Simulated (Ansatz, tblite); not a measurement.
Removing and adding an electron: (BeO)2 ring (Be2O2). Charge 0, multiplicity 1. Geometry: PBE-D4/def2-TZVP. Ansatz, gas phase; energy differences of separate SCF runs; the oxidised species was run as a doublet alone; the reduced species was run as a doublet alone.

```
atom   x (Å)   y (Å)   z (Å)
 Be1   0.283   0.822   0.024
  O2  -0.381   0.097   1.151
 Be3  -0.283  -0.822  -0.024
  O4   0.381  -0.097  -1.151
```

The xTB rows come from tblite. Correlated methods freeze 2 core orbitals.

```json
{"level": "GFN1-xTB", "−HOMO (eV)": "10.70", "vertical IE (eV)": "15.29", "−LUMO (eV)": "8.84", "vertical EA (eV)": "4.87", "HOMO–LUMO gap (eV)": "1.86", "IE − EA (eV)": "10.43", "remarks": "–"}
{"level": "GFN2-xTB", "−HOMO (eV)": "10.69", "vertical IE (eV)": "15.63", "−LUMO (eV)": "8.00", "vertical EA (eV)": "3.43", "HOMO–LUMO gap (eV)": "2.69", "IE − EA (eV)": "12.20", "remarks": "–"}
{"level": "HF/def2-TZVPD", "−HOMO (eV)": "–", "vertical IE (eV)": "–", "−LUMO (eV)": "–", "vertical EA (eV)": "0.33", "HOMO–LUMO gap (eV)": "–", "IE − EA (eV)": "–", "remarks": "–"}
{"level": "PBE-D4/def2-TZVP", "−HOMO (eV)": "5.97", "vertical IE (eV)": "9.82", "−LUMO (eV)": "3.25", "vertical EA (eV)": "–", "HOMO–LUMO gap (eV)": "2.72", "IE − EA (eV)": "–", "remarks": "–"}
{"level": "PBE0-D4/def2-TZVPD", "−HOMO (eV)": "7.52", "vertical IE (eV)": "–", "−LUMO (eV)": "2.47", "vertical EA (eV)": "1.08", "HOMO–LUMO gap (eV)": "5.04", "IE − EA (eV)": "–", "remarks": "HOMO above zero (-1 doublet)"}
{"level": "MP2/def2-TZVPD", "−HOMO (eV)": "–", "vertical IE (eV)": "–", "−LUMO (eV)": "–", "vertical EA (eV)": "0.83", "HOMO–LUMO gap (eV)": "–", "IE − EA (eV)": "–", "remarks": "–"}
```

**Question.** Estimate the rows for PBE-D4/def2-TZVPD, r2SCAN-D4/def2-TZVP, r2SCAN-D4/def2-TZVPD, PBE0-D4/def2-TZVP, CCSD/def2-TZVPD, CCSD(T)/def2-TZVPD.

**Answer.** 
```
               level  −HOMO (eV)  vertical IE (eV)  −LUMO (eV)  vertical EA (eV)  HOMO–LUMO gap (eV)  IE − EA (eV)                       remarks
   PBE-D4/def2-TZVPD        6.08                 –        3.29              1.22                2.79             –  HOMO above zero (-1 doublet)
 r2SCAN-D4/def2-TZVP        6.21              9.77        2.71                 –                3.49             –                             –
r2SCAN-D4/def2-TZVPD        6.30                 –        2.75              1.17                3.55             –  HOMO above zero (-1 doublet)
   PBE0-D4/def2-TZVP        7.43              9.88        2.43                 –                4.99             –                             –
     CCSD/def2-TZVPD           –                 –           –              0.84                   –             –                             –
  CCSD(T)/def2-TZVPD           –                 –           –              0.93                   –             –                             –
```

Run but left out: HF/def2-TZVPP, MP2/def2-TZVPP, CCSD/def2-TZVPP, CCSD(T)/def2-TZVPP (flagged by the program: other roots).   A HOMO above zero means that the electron is unbound at that level or that self-interaction error raises the level; the energy of removing that electron tells which. Raw xTB energy differences between charge states are shifted by several eV; the methods need an empirical correction for them.
